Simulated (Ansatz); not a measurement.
**How methods differ on [GeH3]− (SMILES [H][Ge-]([H])[H])**

The species is [GeH3]− (4 atoms), meant as a singlet with charge -1. As SMILES, `[H][Ge-]([H])[H]`. Geometry: a GFN2-xTB relaxation, a rough one for these elements and not checked as a minimum.

```jsonl
{"atom": "Ge", "x (Å)": "-0.0075", "y (Å)": "0.0058", "z (Å)": "0.7680"}
{"atom": "H", "x (Å)": "1.4220", "y (Å)": "-0.0315", "z (Å)": "-0.2444"}
{"atom": "H", "x (Å)": "-0.6775", "y (Å)": "1.2495", "z (Å)": "-0.2717"}
{"atom": "H", "x (Å)": "-0.7370", "y (Å)": "-1.2238", "z (Å)": "-0.2519"}
```

Quantity: the energy change with the Ge1–H4 bond stretched from 1.756 to 3.512 Å, in eV. The values are calculated.

```tsv
level	kind	program	value (eV)	less FCI/STO-3G	CPU time (all runs)
BLYP/STO-3G (restricted)	GGA	Ansatz	4.45	+0.16	2.4 s
revPBE/STO-3G (restricted)	GGA	Ansatz	4.50	+0.21	3.5 s
r2SCAN/STO-3G (restricted)	meta-GGA	Ansatz	4.90	+0.61	5.3 s
B3LYP/STO-3G (restricted)	global hybrid	Ansatz	5.00	+0.71	2 s
BHLYP/STO-3G (restricted)	global hybrid	Ansatz	5.62	+1.33	1.8 s
r2SCAN0/STO-3G (restricted)	hybrid meta-GGA	Ansatz	5.37	+1.08	4.5 s
CAM-B3LYP/STO-3G (restricted)	range-separated hybrid	Ansatz	5.60	+1.31	2.4 s
wB97M-V/STO-3G (restricted)	range-separated hybrid	Ansatz	5.71	+1.42	23 s
FCI/STO-3G	exact in the basis	Ansatz	4.29	0.00	0.66 s
```

FCI/STO-3G is exact within its basis and frozen core, so for wave-function methods in that basis the difference is their error; functionals converge differently with the basis, so for them it is only a difference. All-electron rows without a relativistic Hamiltonian named are non-relativistic. Sets without diffuse functions describe the anion poorly. The first shape isn't each level's own minimum. The values span 4.29 to 5.71 eV. All rows use very small basis sets, so even the best lies far from the true value. CPU times are rough (shared hosts, several kinds of processor): they show what a rung costs within a factor of a few.
